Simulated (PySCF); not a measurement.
BCl₂, SMILES Cl[B-]Cl (connectivity only; charge and spin as stated), charge -1, multiplicity 1.

The structure is a stationary point at PBE0-D3(BJ)/def2-TZVPD.

The numbers are results of PySCF with B3LYP/def2-TZVPD, not measurements.

Symmetry labels are those of the subgroup C2v that the program uses (full group C2v).

Computed valence orbital energies around the gap with their symmetry:
| orbital | symmetry | energy (eV) |
|---|---|---|
| HOMO−7 | B2 | -16.74 |
| HOMO−6 | A1 | -7.89 |
| HOMO−5 | B2 | -5.47 |
| HOMO−4 | A1 | -4.62 |
| HOMO−3 | B1 | -4.62 |
| HOMO−2 | A2 | -3.72 |
| HOMO−1 | B2 | -3.16 |
| HOMO | A1 | -0.01 |
| LUMO | A1 | 3.48 |
| LUMO+1 | B1 | 3.64 |
| LUMO+2 | B2 | 3.73 |
| LUMO+3 | A1 | 4.25 |
